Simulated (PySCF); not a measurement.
AlHI2, SMILES [I][AlH][I]. Geometry optimised at B3LYP-D3(BJ)/def2-SVP. The def2 effective core potentials stand for the cores of I; spin–orbit coupling is left out.

Give the equilibrium geometry at B3LYP-D3(BJ)/def2-SVP (PySCF confirms it by a frequency run) as a Z-matrix, and its point group. (Estimate from the structure and the level; the computed values follow.)

point group C2v.
```
Al
H 1 1.5686
I 1 2.4747 2 120.43
I 1 2.4747 2 120.43 3 180.00
```
